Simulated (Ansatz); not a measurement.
`ClC[SiH]1CC1`. The species carries charge 0 and has multiplicity 1.

```xyz
12

Cl    0.5850    0.4578   -3.0106
C     0.0538    1.1155   -1.4337
Si   -0.5615   -0.2627   -0.3241
C    -0.3472   -0.0822    1.4995
C     0.6214   -1.0831    0.8185
H     0.9074    1.6213   -0.9813
H    -0.7170    1.8585   -1.6389
H    -1.7130   -1.0078   -0.8721
H    -1.0852   -0.5109    2.1699
H     0.1037    0.8184    1.9046
H     0.4847   -2.1292    1.0724
H     1.6680   -0.7955    0.7957
```

Task: List the harmonic frequencies (cm⁻¹, unscaled) at PBE0-D4/def2-TZVP in Ansatz. (Best estimate.)

Result: Ansatz gave: 61, 122, 190, 238, 491, 607, 634, 694, 709, 731, 738, 787, 811, 907, 957, 1013, 1018, 1126, 1193, 1196, 1416, 1427, 1432, 2272, 3090, 3132, 3135, 3153, 3204, 3219.

Task: Is this a minimum?

Result: Yes, all 30 modes are real.

Task: Give the ideal-gas thermochemistry at 298.15 K and 1 bar (rigid rotor, harmonic oscillator; point group C1, symmetry number 1).

Result: Zero-point energy 237.5 kJ/mol; H(298) − E = 257.7 kJ/mol; entropy 344.9 J/(mol·K), of which translation 167.1, rotation 114.2, vibration 63.7; G(298) − E = 154.9 kJ/mol. Modes under 100 cm⁻¹ are hindered rotations or soft bends, so the harmonic entropy is rough.

Task: And at 400, 500, 600, 800 and 1000 K?

Result: 
| T (K) | H − E (kJ/mol) | S (J/mol/K) | G − E (kJ/mol) |
| --- | --- | --- | --- |
| 400 | 270.2 | 380.7 | 117.9 |
| 500 | 284.9 | 413.3 | 78.2 |
| 600 | 301.4 | 443.4 | 35.4 |
| 800 | 338.7 | 497.0 | -58.8 |
| 1000 | 380.3 | 543.2 | -162.9 |
